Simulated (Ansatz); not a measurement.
One change: `CB[CH2][GaH2]` becomes `CBCO`.

Ansatz, PBE0-D4/def2-TZVP geometries, multiplicity 1. Each molecule was computed in one conformer, which needn't be the lowest.

Scalar relativity is left out up to krypton.

```
                                        property  `CB[CH2][GaH2]`
              HOMO energy (PBE0/def2-TZVPP) / eV            -7.99
size of the dipole moment (B3LYP/def2-TZVPP) / D             0.76
  size of the dipole moment (PBE/def2-TZVPP) / D             0.79
               LUMO energy (PBE/def2-TZVPP) / eV            -2.73
               HOMO energy (PBE/def2-TZVPP) / eV            -6.84
             HOMO energy (B3LYP/def2-TZVPP) / eV            -7.77
```

Q: Give the same properties after the change, and the shifts. (Estimate.)

A: Ansatz gave: 
```tsv
property	`CBCO`	shift
HOMO energy (PBE0/def2-TZVPP) / eV	-7.80	0.19
size of the dipole moment (B3LYP/def2-TZVPP) / D	1.89	1.13
size of the dipole moment (PBE/def2-TZVPP) / D	1.79	1.00
LUMO energy (PBE/def2-TZVPP) / eV	-2.00	0.73
HOMO energy (PBE/def2-TZVPP) / eV	-6.12	0.72
HOMO energy (B3LYP/def2-TZVPP) / eV	-7.54	0.23
```

With PBE0 the HOMO rises by 0.19 eV and the LUMO rises by 0.90 eV, so the gap widens by about 0.71 eV. PBE moves the HOMO by 0.72 eV and ωB97M-V by -0.09 eV. Dipoles are sizes alone; their direction can turn.

B3LYP here is the variant with VWN-RPA as its local correlation; programs differ in this.
